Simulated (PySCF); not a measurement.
Isomers of C6H4FOP, one conformer each; single-point electronic energies without zero-point terms and without any empirical dispersion term.

Level: PBE0/pcSseg-1 in PySCF, non-relativistic, each on one gas-phase PBE0-D3(BJ)/def2-SVP geometry that isn't relaxed in the solvent. The solvent is an IEF-PCM continuum (van der Waals radii × 1.2). The model holds no explicit solvent molecules, cavitation or dispersion.

| isomer | relative energy, gas (kcal/mol) | dipole (D) |
| --- | --- | --- |
| `O=CC1=C(F)C=CP=C1` | 0.0 | 3.09 |
| `O=CC1=CC=CP=C1F` | 2.5 | 2.40 |

Question: How do the relative energies look in chloroform (ε = 4.711)?

Answer: 
```
             isomer  relative energy, solvent (kcal/mol)  E(solvent) − E(gas) (kcal/mol)  dipole in solvent (D)
`O=CC1=C(F)C=CP=C1`                                  0.0                            -3.6                   3.85
  `O=CC1=CC=CP=C1F`                                  2.7                            -3.5                   2.92
```

The order is unchanged. Conformers: `[O:1]=[CH:2][c:3]1[cH:4][p:5][cH:6][cH:7][c:8]1[F:9]` with O1–C2–C3–C4 0°; `[O:1]=[CH:2][c:3]1[cH:4][cH:5][cH:6][p:7][c:8]1[F:9]` with O1–C2–C3–C4 0°. The gains span 0.1 kcal/mol, the gas-phase energies 2.5 kcal/mol.
